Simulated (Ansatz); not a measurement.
`CSB(F)F` + `O[SiH3]` → `FB(F)O[SiH3]` + CH₃SH at 298.15 K and 1 bar (ligand exchange at a B–S bond).

Isolated molecules relaxed with PBE0-D4/def2-TZVP in Ansatz; ΔE leaves out vibrations. CCSD(T)/CBS adds triple-zeta CCSD(T) − MP2 to the extrapolated MP2 energy (def2 sets, frozen cores). This one scheme is used for every species. One conformer a species, not always the lowest.

```csv
species,CCSD(T)/CBS energy (Eh),H − E (kJ/mol),S (J/(mol·K))
`CSB(F)F`,-662.16308,147.1,331.3
`O[SiH3]`,-366.69042,113.6,257.8
`FB(F)O[SiH3]`,-590.65048,124.2,341.9
CH₃SH,-438.22835,133.0,253.2
```

H − E and S are ideal-gas, rigid-rotor, harmonic terms from PBE0-D4/def2-TZVP, for one conformer and one mirror image of each species. 1 Eh = 2625.50 kJ/mol, R = 8.31446 J/(mol·K).

Q: By hand: ΔE, ΔH, ΔS and ΔG.

A: ΔE = (-590.65048) + (-438.22835) − (-662.16308) − (-366.69042) = -0.02533 Eh = -66.5 kJ/mol. Δ(H − E) = 124.2 + 133.0 − 147.1 − 113.6 = -3.5, so ΔH = -70.0 kJ/mol. ΔS = 341.9 + 253.2 − 331.3 − 257.8 = 6.0 J/(mol·K). ΔG = -70.0 − 298.15 × (6.0)/1000 = -71.8 kJ/mol.

Q: By hand: the equilibrium constant, and the temperature at which ΔG would vanish if ΔH and ΔS stayed fixed.

A: log₁₀ K = −ΔG/(RT ln 10) = 12.6. ΔH and −TΔS have one sign here, so there is no such temperature.

The number of gas molecules stays the same, so ΔS is small and ΔH decides. A doubt of 5 kJ/mol in ΔE shifts log₁₀ K by 0.9 here. Other conformers and mirror images would add mixing entropy, several J/(mol·K) or more a flexible species. Modes under 60 cm⁻¹, often nearly free rotors, make the harmonic entropy too high. These are equilibria of isolated gas molecules and say nothing of rates. Largest T1 diagnostic: 0.012 (customary marks: 0.02 for closed shells, 0.045 for open ones).

ΔS is within the doubt of such terms, so its sign, and with it that verdict, could turn.
